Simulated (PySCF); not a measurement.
C3H10BN, SMILES N(C)(C)BC.

Geometry optimised at PBE0-D3(BJ)/def2-SVP. The geometry has at least one imaginary mode, so it is a saddle point at that level. One conformer was computed; it need not be the lowest.

Two levels are set side by side: TDDFT-PBE/def2-SVPD (PySCF) and TDDFT-LC-ωPBE/def2-SVPD (PySCF). Vertical, same geometry. The lowest singlet is HOMO→LUMO+1 100 % with PBE and HOMO→LUMO+1 96 % with the other functional; states are paired by order. Differences are taken from unrounded values.

```json
[
 {"quantity": "lowest singlet excitation (eV)", "TDDFT-LC-ωPBE": "7.39"},
 {"quantity": "lowest triplet excitation (TDA) (eV)", "TDDFT-LC-ωPBE": "5.60"},
 {"quantity": "first bright state (f over 0.05) (eV)", "TDDFT-LC-ωPBE": "7.39"},
 {"quantity": "its oscillator strength", "TDDFT-LC-ωPBE": "0.30"}
]
```

Q: What does TDDFT-PBE give, and how far is it from TDDFT-LC-ωPBE? (An estimate is asked for; the answer gives what the named calculation found.)

A: 
```json
[
 {"quantity": "lowest singlet excitation (eV)", "TDDFT-PBE": "5.88", "TDDFT-PBE minus TDDFT-LC-ωPBE": "-1.51"},
 {"quantity": "lowest triplet excitation (TDA) (eV)", "TDDFT-PBE": "4.88", "TDDFT-PBE minus TDDFT-LC-ωPBE": "-0.71"},
 {"quantity": "first bright state (f over 0.05) (eV)", "TDDFT-PBE": "6.37", "TDDFT-PBE minus TDDFT-LC-ωPBE": "-1.02"},
 {"quantity": "its oscillator strength", "TDDFT-PBE": "0.26", "TDDFT-PBE minus TDDFT-LC-ωPBE": "-0.04"}
]
```

Functionals without exact exchange tend to place singlet excitations lower, as here. Differences between two approximate levels are no errors against the true value.

Rough cost on one machine, each run with all the roots and properties that it gave: TDDFT-LC-ωPBE against TDDFT-PBE about 10 times.
